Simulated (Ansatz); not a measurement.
The same path of C3H10BNS (16 atoms, charge 0, multiplicity 1) was run twice with different band settings. The coordinate that changes most is the dihedral C5–C2–N3–H9.

Method: Ansatz 0.2.0, RKS B3LYP/6-31G.

Relaxed end points:

```xyz
16
Properties=species:S:1:pos:R:3
B 0.426 -1.438 -1.277
C 0.501 -0.261 -0.207
N 1.455 -0.276 0.709
S -0.953 -2.624 -0.371
C -0.484 0.881 -0.181
C -0.551 1.742 1.089
H 1.460 -2.060 -1.314
H 0.009 -1.070 -2.343
H 1.504 0.379 1.480
H 2.143 -1.019 0.682
H -2.091 -2.161 -0.999
H -0.233 1.507 -1.053
H -1.468 0.459 -0.408
H -0.807 1.138 1.968
H 0.391 2.271 1.287
H -1.325 2.507 0.981
```

```xyz
16
Properties=species:S:1:pos:R:3
B 0.423 -1.441 -1.275
C 0.502 -0.261 -0.209
N 1.460 -0.271 0.702
S -0.948 -2.623 -0.351
C -0.481 0.883 -0.186
C -0.555 1.739 1.087
H 1.457 -2.063 -1.317
H -0.003 -1.078 -2.339
H 2.149 -1.014 0.677
H 1.512 0.387 1.470
H -2.092 -2.163 -0.972
H -0.223 1.510 -1.054
H -1.464 0.463 -0.420
H -0.817 1.133 1.962
H 0.386 2.267 1.293
H -1.327 2.507 0.977
```

Common settings: climbing image yes; spring 5.0 eV/Å²; optimiser quadratic models (default); start path IDPP; force threshold 0.03 eV/Å; end points relaxed.

| run | movable images | iteration limit |
| --- | --- | --- |
| 1 | 7 | 27 |
| 2 | 3 | 51 |

Problem. What does each run give, and how far can it be trusted?

Solution. Run 1: converged after 15 iterations, highest image 1.272 eV above the first end. A vibrational analysis at the climbing image gives one clearly imaginary mode, 415i cm⁻¹: a first-order saddle point.
Run 2: converged after 14 iterations, highest image 1.272 eV above the first end. The dihedral C5–C2–N3–H9 jumps by 120° between images 1 and 2, so the path isn't resolved there. Neighbouring images differ by up to 1.2 eV, so the band resolves the path poorly. Another band between the same ends (7 images) ends at a top of the same energy, where a vibrational analysis finds 1 clearly imaginary mode. So few images can step over the top or miss a turn of the path.
Limits of this set-up: no polarisation functions.
